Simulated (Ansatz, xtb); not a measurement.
## Two isomers of C2H8BrNSi2

Structure I is `C=C[SiH2]N[SiH2]Br`, a singlet and structure II is `C=CN([SiH3])[SiH2]Br`, a singlet. Both are isolated molecules in the gas phase, relaxed with r2SCAN-D4/def2-SVP; each stands in its lowest conformer found.

Estimate E(II) − E(I) at the level CCSD(T)/def2-SVP + ΔMP2/def2-TZVPP.

Calculated at CCSD(T)/def2-SVP + ΔMP2/def2-TZVPP: E(II) − E(I) = +11.8 kcal/mol, so structure I lies lower.

How the difference moves with the method:

| level | geometry | E(II) − E(I) (kcal/mol) | departure from the last row (kcal/mol) | job, with rough time for the two |
| --- | --- | --- | --- | --- |
| r2SCAN-D4/def2-SVP | r2SCAN-D4/def2-SVP | +8.8 | −3.0 | optimisation, 2.8 min |
| HF/def2-SVP | r2SCAN-D4/def2-SVP | +12.6 | +0.7 | part of the CCSD(T) run |
| MP2/def2-SVP | r2SCAN-D4/def2-SVP | +8.9 | −2.9 | part of the CCSD(T) run |
| CCSD(T)/def2-SVP | r2SCAN-D4/def2-SVP | +8.9 | −2.9 | single point |
| CCSD(T)/def2-SVP + ΔMP2/def2-TZVPP | r2SCAN-D4/def2-SVP | +11.8 |  | single point, 1.9 min |

As drawn, II has 1 C–N, 1 Si–H in place of 1 C–Si, 1 N–H.

None of the levels shown reverses the order. The largest departure from CCSD(T)/def2-SVP + ΔMP2/def2-TZVPP is that of r2SCAN-D4/def2-SVP, 3.0 kcal/mol. No reliable frequencies are at hand for I, so it isn't confirmed as a minimum. Levels run at GFN2-xTB geometries aren't shown. The last row adds to CCSD(T) the change of the MP2 difference between the two basis sets, here +2.9 kcal/mol.

The correlated steps freeze 22 core orbitals; the filled d shell of Br is correlated, in a basis made for valence electrons. Run with Ansatz 0.2.0, xtb 6.7.1; the last row on 2 threads of Intel(R) Xeon(R) Platinum 8375C CPU @ 2.90GHz (Ice Lake) on a shared host.
